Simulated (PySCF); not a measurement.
**Exercise with solution: oscillator strength and radiative lifetime**

B(Me)(Et)(OH) (C3H9BO), SMILES CCB(C)O.

Coordinates come from a B3LYP-D3(BJ)/def2-SVP optimisation. One conformer was computed; it need not be the lowest.

TDDFT-PBE/def2-SVPD in PySCF puts the first singlet state with f over 0.02 at 6.22 eV (vertical), with the transition dipole (0.203, 0.029, -0.325) in atomic units.

### Question
Find the oscillator strength, the wavelength and the radiative lifetime that this transition would have in vacuum if emission retraced absorption.

### Answer

|μ|² = 0.1477 au, so |μ| = 0.98 D. ΔE = 6.22/27.211 = 0.2286 hartree. f = (2/3) ΔE |μ|² = 0.023 (the program prints 0.022).
λ = 1239.84/6.22 = 199 nm; ν = 50168 cm⁻¹.
Einstein's coefficient A = 0.6670 ν² f s⁻¹ (ν in cm⁻¹) = 3.8e7 s⁻¹, so τ = 1/A = 26 ns. This state is S1. The figure is the radiative limit of this one transition; relaxation, internal conversion, crossing to triplets and a medium change what is measured.
